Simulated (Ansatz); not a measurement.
System: H₅S, charge 0, multiplicity 2. 
Structure (B3LYP-D3(BJ)/def2-TZVP (Ansatz, a first-principles code) minimum search):
```
S
H 1 1.3459
H 1 1.4814 2 89.03
H 1 1.4814 2 89.03 3 -90.00
H 1 1.4814 2 89.03 3 -180.00
H 1 1.4814 2 89.03 3 90.00
```
Charge 0, spin multiplicity 2.

Basis-set convergence of Hartree-Fock and CCSD(T) correlation energies (hartree) with Ansatz. Correlated levels leave the core frozen unless marked. UHF or UKS for open shells. No spin-orbit coupling. Non-relativistic.

| basis | functions | E(HF) | E(corr, CCSD(T)) |
|---|---|---|---|
| cc-pV(D+d)Z | 48 | -400.18221 | -0.24077 |
| cc-pV(T+d)Z | 109 | -400.20666 | -0.29827 |
| cc-pV(Q+d)Z | 214 | -400.21213 | -0.31570 |

Extrapolating the two largest sets (X = 3 and 4) as X^-3: E(corr) = (64·(-0.31570) - 27·(-0.29827))/37 = -0.3284 Eh, an estimate of the basis-set limit. The largest set recovers 96.1 % of it, the smallest 73.3 %.
